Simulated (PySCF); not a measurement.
Trends in electronic spectra. Level of theory: PySCF 2.14.0, density-fitted response routines, TDDFT CAM-B3LYP/def2-SVPD, vertical, gas phase, core orbitals frozen in the response. Geometries: GFN2-xTB; one conformer of each isolated species. Triplets are in the Tamm–Dancoff approximation. 'Strongest' means the level of largest summed f among the lowest 8 singlets; it needn't be the same kind of state in each.

Question: Rank by computed HOMO–LUMO gap, lowest first.
A. `CC#CP(C)CP`
B. `C1=CC(C2CC2)=NN=N1`
C. `C#C/P=C(\F)N(C)C`
D. `CC1=CCP(P)C1`
E. `C#CCP(C)CP`
F. `Cc1cpc(F)s1`
G. `O=[P@@H]1C(F)=C1[SiH3]`
H. `C1CPCCO1`

Answer: C (7.01 eV), F (7.50 eV), B (7.77 eV), D (8.55 eV), A (8.84 eV), E (8.99 eV), G (9.11 eV), H (9.40 eV).

```csv
SMILES,gap (eV),strongest (eV),T1 (eV),S1 (eV),first f ≥ 0.01 (nm),S1 mainly
C#C/P=C(\F)N(C)C,7.01,4.43,2.57,4.43,280,H→L (94%)
Cc1cpc(F)s1,7.50,6.26,2.80,4.72,263,H→L (95%)
c1cc(C2CC2)nnn1,7.77,6.15,2.65,3.60,220,H→L (93%)
CC1=CCP(P)C1,8.55,5.56,4.33,5.56,223,H→L (83%)
CC#CP(C)CP,8.84,6.76,4.83,5.46,227,H→L+1 (71%)
C#CCP(C)CP,8.99,6.21,5.27,6.21,200,H→L (74%)
O=[P@@H]1C(F)=C1[SiH3],9.11,7.34,4.60,5.29,191,H→L (94%)
C1CPCCO1,9.40,7.66,5.45,6.41,193,H→L+1 (85%)
```

H and L stand for HOMO and LUMO.
